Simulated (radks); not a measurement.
Neutral helium inside a hard spherical wall (all orbitals vanish at R), configuration held at [He] and not refilled when levels cross. Method: non-relativistic Kohn-Sham, LDA (Slater exchange, Perdew-Wang correlation), spin-polarised, spherical densities, point nucleus; computed with a radial shooting solver on a logarithmic mesh with Libxc functionals. Eigenvalues in eV for spin up, with the zero of energy where the potential of the charges vanishes at infinity; a dash marks a level that is unbound or too diffuse for the functional's potential to be trusted. A positive occupied level is held by the wall or, in an anion where self-interaction has pushed it up, behind a barrier. The pressure on the wall is -dE/dV.

R (bohr)  E (hartree)  kinetic (hartree)    e(1s)  e(2s, empty)  e(2p, empty)  pressure (GPa)
free         -2.83446              2.767  -15.517             -             -               0
20           -2.83446              2.767  -15.517         0.240         0.622        < 0.0001
12           -2.83446              2.767  -15.517         0.713         1.475        < 0.0001
10           -2.83446              2.767  -15.517         1.098         1.992        < 0.0001
8            -2.83445              2.767  -15.517         1.930         2.913        < 0.0001
6            -2.83438              2.768  -15.509         4.198         4.929         0.00984
2.5          -2.72401              3.243  -11.323        47.740        31.558            88.5
2            -2.50589              3.899   -5.564        84.796        52.055             430
